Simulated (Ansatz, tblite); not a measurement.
Cost and result up the ladder for the cluster Si₃Ni (4 atoms). Charge 0, multiplicity 1. Geometry: r2SCAN-D4/def2-SVP.

```xyz
4

Ni   -1.0346   -0.4150    0.2718
Si    1.1072    0.4440   -0.2908
Si    0.5898   -1.7166   -0.2061
Si   -0.6623    1.6876    0.2251
```

Ansatz on 4 threads of Intel Xeon Platinum 8488C on a shared host; xTB runs through tblite on one thread. Times are rough, summed over both states, and most runs start from the orbitals of an earlier one. ωB97M-V/def2-TZVP serves as the yardstick here, not as an exact answer. Differences are given only for rows in sets of like size (and for xTB, whose basis is part of the method), since another set adds its own error. The other state is a triplet at its own geometry.

The 6-31G sets use Cartesian d functions. The xTB rows come from tblite. B3LYP takes the VWN-RPA correlation. Correlated methods freeze 20 core orbitals; core or outer-core shells of Ni are correlated, in sets that lack core-valence functions. At PBE0-D4/def2-TZVP a singlet of charge 0 lies 0.31 eV below the triplet, each at its own geometry. The structure comes from a short search, and lower isomers may exist.

Run but left out: HF/6-31G, B2PLYP/def2-TZVP (singlet: restricted singlet, unstable in another Hartree–Fock run and untested here); PBE-QIDH/def2-TZVP (singlet: restricted singlet, unstable towards broken spin symmetry).

Correlated methods converge slowly with the basis.

xTB has no spin-polarisation term.

```tsv
level	functions	wall time	triplet − singlet (eV)	difference from ωB97M-V/def2-TZVP (eV)
GFN1-xTB	36	0.01 s	0.94	0.51
GFN2-xTB	36	0.014 s	0.64	0.21
B3LYP-D4/6-31G	68	2.6 s	-0.22	–
PBE-D4/def2-TZVP	156	2.8 s	0.63	0.20
BLYP-D4/def2-TZVP	156	3 s	0.57	0.14
RPA@PBE/def2-TZVP	156	5.2 s	0.54	0.10
r2SCAN-D4/def2-TZVP	156	6.3 s	0.54	0.11
PBE0-D4/def2-TZVP (with forces)	156	9.9 s	0.31	-0.12
B97M-V/def2-TZVP	156	11 s	0.48	0.05
ωB97M-V/def2-TZVP	156	28 s	0.43	0.00
```
